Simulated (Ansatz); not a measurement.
C2H4Si, SMILES `C=C[SiH]` (C–C–Si–H torsion 179°) (charge 0, multiplicity 1).

Cartesian coordinates (Å):
```xyz
7

C     -0.8377    -0.5483    -0.5816
C     -0.0502     0.0452     0.3274
Si     1.5819     0.7715    -0.2575
H     -1.7947    -0.9986    -0.3335
H     -0.5429    -0.6045    -1.6259
H     -0.3971     0.0716     1.3578
H      2.0406     1.2630     1.1133
```
Charge 0, spin multiplicity 1.

Frozen-core energies in cc-pVDZ from Ansatz (a quantum-chemistry and plane-wave program) at a geometry from B3LYP-D3(BJ)/def2-TZVP; the HF reference has <S^2> = 0.00 (restricted, and unstable towards unrestricted orbitals) and the T1 diagnostic is 0.013.

```
level     energy (Ha)  difference from CCSDT(Q) (mHa)
--------  -----------  ------------------------------
HF         -366.91733                          407.40
MP2        -367.26483                           59.91
CCSD       -367.30853                           16.20
CCSD(T)    -367.32268                            2.05
CCSDT      -367.32371                            1.02
CCSDT(Q)   -367.32473                            0.00
```
